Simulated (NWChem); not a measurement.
Species: C₄H₉Al; SMILES C=[CH][Al]([CH3])[CH3]

```xyz
14

Al    -0.0241     0.4402     0.0005
C     -1.0948     2.0831    -0.0009
H     -2.1811     1.9005     0.0033
H     -0.8658     2.7044    -0.8847
H     -0.8596     2.7103     0.8772
C      1.9390     0.4995     0.0003
H      2.3582    -0.0200     0.8797
H      2.3358     1.5272     0.0052
H      2.3575    -0.0108    -0.8848
C     -0.8781    -1.3212     0.0015
C     -0.1619    -2.4584    -0.0013
H     -1.9720    -1.4425     0.0038
H     -0.6214    -3.4563    -0.0014
H      0.9362    -2.4532    -0.0036
```
Atoms are numbered in this order, from 1.

Computed with NWChem. Pople sets run with spherical d functions. STO-3G and 3-21G are far too small for this property and stand as cheap habits. The geometry was optimised at PBE0/def2-SVP. Vertical excitations in the gas phase; the lowest state need not have the same character in each row.

| level | basis functions | lowest excitation, singlet (eV) | oscillator strength of that lowest state | lowest state with f > 0.02, singlet (eV) | oscillator strength of that bright state | orbital gap (eV) |
|---|---|---|---|---|---|---|
| PBE0/3-21G, TDA | 67 | 5.14 | 0.000 | 6.37 | 0.224 | 6.63 |
| PBE0/6-31G*, TDA | 92 | 5.10 | 0.000 | 6.26 | 0.215 | 6.59 |
| PBE0/6-31+G*, TDA | 112 | 5.05 | 0.000 | 6.21 | 0.242 | 6.53 |
| PBE0/def2-SVP, TDA | 119 | 5.08 | 0.000 | 6.32 | 0.230 | 6.58 |
